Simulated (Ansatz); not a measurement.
```yaml
crystal:
  periodic: [false, false, false]
  atoms:
    - {symbol: Al, position_ang: [0.304679, -3.367022, 0.012543]}
    - {symbol: N, position_ang: [0.247434, -3.272006, 1.922592]}
    - {symbol: Al, position_ang: [0.302658, -1.678104, -2.304031]}
    - {symbol: N, position_ang: [-1.179649, -0.680490, -2.905990]}
    - {symbol: N, position_ang: [0.305851, -1.560964, -0.505146]}
    - {symbol: Al, position_ang: [-1.213504, -0.701133, 0.097109]}
    - {symbol: Al, position_ang: [0.319587, -1.557428, 2.676078]}
    - {symbol: N, position_ang: [-1.128902, -0.652784, 1.964082]}
    - {symbol: Al, position_ang: [-1.303414, 1.101619, -2.302903]}
    - {symbol: N, position_ang: [-1.199652, 1.044920, -0.504096]}
    - {symbol: Al, position_ang: [-2.764779, 1.945569, 0.014650]}
    - {symbol: Al, position_ang: [-1.188390, 1.053535, 2.677146]}
    - {symbol: N, position_ang: [-2.709522, 1.848930, 1.924688]}
    - {symbol: N, position_ang: [1.773137, -0.657082, -2.925578]}
    - {symbol: Al, position_ang: [1.834665, -0.752990, 0.103029]}
    - {symbol: N, position_ang: [1.757253, -0.679974, 1.945344]}
    - {symbol: Al, position_ang: [1.928058, 1.114900, -2.312013]}
    - {symbol: N, position_ang: [0.315298, 1.866015, -2.924592]}
    - {symbol: N, position_ang: [1.739740, 1.005262, -0.513562]}
    - {symbol: Al, position_ang: [0.264216, 1.965362, 0.104152]}
    - {symbol: Al, position_ang: [1.903993, 1.098666, 2.573096]}
    - {symbol: N, position_ang: [0.289821, 1.860697, 1.946390]}
    - {symbol: H, position_ang: [-1.010721, -4.058981, -0.415242]}
    - {symbol: H, position_ang: [1.683502, -3.996227, -0.306715]}
    - {symbol: H, position_ang: [-0.570073, -3.733040, 2.240721]}
    - {symbol: H, position_ang: [0.986999, -3.824371, 2.282982]}
    - {symbol: H, position_ang: [0.332946, -3.055088, -2.980233]}
    - {symbol: H, position_ang: [-1.976326, -1.140944, -2.521231]}
    - {symbol: H, position_ang: [-1.309414, -0.755036, -3.885362]}
    - {symbol: H, position_ang: [-2.491963, -1.439788, -0.374936]}
    - {symbol: H, position_ang: [0.315133, -1.689539, 4.206129]}
    - {symbol: H, position_ang: [-1.941884, -1.122458, 2.290158]}
    - {symbol: H, position_ang: [-2.481657, 1.815704, -2.978242]}
    - {symbol: H, position_ang: [-4.021260, 1.150904, -0.411826]}
    - {symbol: H, position_ang: [-2.622120, 3.454302, -0.305211]}
    - {symbol: H, position_ang: [-1.304648, 1.114472, 4.207278]}
    - {symbol: H, position_ang: [-3.517630, 1.372168, 2.243652]}
    - {symbol: H, position_ang: [-2.817089, 2.765774, 2.284929]}
    - {symbol: H, position_ang: [1.860552, -0.725655, -3.910288]}
    - {symbol: H, position_ang: [2.574598, -1.138337, -2.579953]}
    - {symbol: H, position_ang: [3.141222, -1.387603, -0.439579]}
    - {symbol: H, position_ang: [2.583801, -1.109621, 2.291998]}
    - {symbol: H, position_ang: [3.150430, 1.821484, -2.906734]}
    - {symbol: H, position_ang: [0.299273, 1.976530, -3.909239]}
    - {symbol: H, position_ang: [0.298758, 2.800528, -2.578451]}
    - {symbol: H, position_ang: [2.522001, 1.457005, -0.086708]}
    - {symbol: H, position_ang: [0.366689, 3.414606, -0.437577]}
    - {symbol: H, position_ang: [1.938088, 1.117671, 4.115493]}
    - {symbol: H, position_ang: [3.081400, 1.778909, 1.807611]}
    - {symbol: H, position_ang: [0.330828, 2.791143, 2.293568]}
basis:
  gaussian: {orbitals: STO-3G, final_grid: {core_spheres: 20, valence_spheres: 16, degree: 47}, nuclear_model: gaussian}
hamiltonian: {xc: {name: HF}}
correlation: {method: ccsd_t, diis_vectors: 2}
scf: {omitted_lower_state_checks: [starts]}
```

```sh
$ ansatz run in.yaml --threads 2 --pin off --events-out ev --progress --plain --max-ram 32768MiB --backend cuda --devices 0, --max-vram 18GiB
```

Shortened log:

```
Functional definition: HF
2304 factors; integrals over basis functions are off by at most 6.3e-5 eV
mean field evaluation 1: about -88109.9888 eV, gradient 4.7e1 eV
mean field evaluation 2: about -88110.4982 eV, gradient 4.7e1 eV
mean field evaluation 4: about -88118.8255 eV, gradient 4.9e0 eV
mean field evaluation 8: about -88118.9148 eV, gradient 9.1e-5 eV
mean field -88118.91479118 eV, -3238.3103894303 hartree, gradient 1.9e-6 eV, S^2 0.000000; 0 other end points of the search recorded, 0 dependent functions left out
66 core orbitals not correlated: weight in the atoms' cores, before any rotation towards them, 0.999 or more for the frozen orbitals, at most 0.001 for the correlated occupied ones
reference -88118.91479118 eV, -3238.3103894303 hartree; 58, 58 occupied and 58, 58 virtual orbitals, 2304 factors
second order -24.45849003 eV of doubles, -0.00000000 eV of singles
cycle   1  -27.42598791 eV  change    -3.0e0 eV  update   1.7e-1
cycle   2  -29.03958541 eV  change    -1.6e0 eV  update   5.3e-2
cycle   3  -29.28175019 eV  change   -2.4e-1 eV  update   1.3e-2
cycle   4  -29.30033100 eV  change   -1.9e-2 eV  update   2.6e-3
cycle   5  -29.30383617 eV  change   -3.5e-3 eV  update   9.0e-4
cycle   6  -29.30331681 eV  change    5.2e-4 eV  update   2.3e-4
cycle   7  -29.30260701 eV  change    7.1e-4 eV  update   6.6e-5
cycle   8  -29.30228593 eV  change    3.2e-4 eV  update   2.4e-5
cycle   9  -29.30217181 eV  change    1.1e-4 eV  update   8.7e-6
cycle  10  -29.30213443 eV  change    3.7e-5 eV  update   3.2e-6
perturbative correction -0.61227066 eV, -0.0225005317 hartree
Total energy: -88148.82919627 eV, -3239.4097235404 hartree
Checks for a lower state left out: starts
```

Hardware: 2 threads of AMD EPYC 7R13 on a shared host and a share (18 GiB) of an NVIDIA H100 80GB HBM3. Wall time 16 s.

Correlated methods freeze 66 core orbitals.
